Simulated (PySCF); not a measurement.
**Calculated properties of `Cc1c(F)n(C)n[n+]1C`**

Compound: C5H9FN3 (charge +1).
Atom-mapped SMILES: `[CH3:1][c:2]1[c:3]([F:4])[n:5]([CH3:6])[n:7][n+:8]1[CH3:9]` (hydrogens: H10, H11, H12 on C1; H13, H14, H15 on C6; H16, H17, H18 on C9)

PBE0-D3(BJ)/def2-SVP geometry optimisation, gas phase (PySCF):

```
Rotational constants A, B, C : 2.442, 1.593, 0.982 GHz
```

From PBE0/def2-SVPD ground state, ΔSCF and vertical TDDFT (core frozen in the response) (PySCF):

```
HOMO energy                                                       : -12.64 eV
LUMO energy                                                       : -5.96 eV
HOMO–LUMO gap                                                     : 6.68 eV
Lowest singlet excitation                                         : 6.03 eV (206 nm, f = 0.122)
Strongest line among the 10 lowest singlet transitions            : S5 at 8.13 eV (152 nm, f = 0.490)
Lowest triplet excitation (Tamm–Dancoff)                          : 4.10 eV
Static isotropic polarisability                                   : 76.7 au
Vertical ionisation energy                                        : 14.60 eV
Vertical electron affinity                                        : 4.09 eV
Electronic spatial extent ⟨r²⟩ about the centre of nuclear charge : 1162 bohr²
```

**PBE0/pcSseg-1 ground state and GIAO shieldings, non-relativistic (PySCF)**

```
Lowest Hirshfeld atomic charge                              : -0.09 e on C1
Highest Hirshfeld atomic charge                             : +0.16 e on C3
13C chemical shifts (computed TMS as zero) by class         : 157.4 (C3), 129.5 (C2), 40.4 (C9), 35.4 (C6), 7.7 (C1) ppm
1H chemical shifts (computed TMS as zero) by class          : 4.32 (H16/H17/H18), 4.27 (H13/H14/H15), 2.70 (H10/H11/H12) ppm
Isotropic shieldings of nuclei other than C and H, by class : -99 (N7), -5 (N8), 15 (N5), 314 (F4) ppm
Mayer bond orders between heavy atoms                       : C1–C2 1.09, C2–C3 1.41, C3–F4 1.05, C3–N5 1.14, N5–C6 0.86, N5–N7 1.22, N7–N8 1.29, N8–C9 0.87, N8–C2 1.03
```

From delta-SCF UKS SCAN, pcX-2 on the ionised atom, pcseg-1 elsewhere, spin-free X2C (PySCF):

```
Core binding energies : C1s 295.9 (C1), C1s 297.0 (C9), C1s 297.0 (C6), C1s 297.1 (C2), C1s 299.1 (C3), N1s 411.7 (N7), N1s 413.0 (N8), N1s 413.0 (N5), F1s 699.0 (F4) eV
```

Monoisotopic mass of the ion (most abundant isotopes, electron mass counted): 130.0775 u.

The ΔSCF ionisation energy exceeds −ε(HOMO) by 1.96 eV with PBE0. The 10 singlets span 6.03 to 9.00 eV, and their oscillator strengths add up to 0.96. The rotational constants make it an asymmetric top with κ = (2B − A − C)/(A − C) = -0.16, nearer the prolate limit (−1). The largest Löwdin shares of the HOMO are 0.23 on C2, 0.23 on N7, 0.20 on C3 and 0.10 on F4. S1 lies 0.65 eV below the HOMO–LUMO gap; its leading configuration is HOMO→LUMO, weight 0.95. No computed singlet falls in the visible range (750 to 380 nm, 1.65 to 3.26 eV); S1 lies 2.77 eV above its blue end. The vertical singlet–triplet gap S1 − T1 is 1.93 eV (TDDFT singlet less Tamm–Dancoff triplet; S1: HOMO→LUMO, weight 0.95; T1: HOMO→LUMO, weight 0.97).

Geometry: PBE0-D3(BJ)/def2-SVP; no solvent or vibrations. NMR classes are plain means over equivalent atoms (diastereotopic ones count apart unless rotation or inversion swaps them), as if these changed places fast; in this geometry the members of some classes differ.
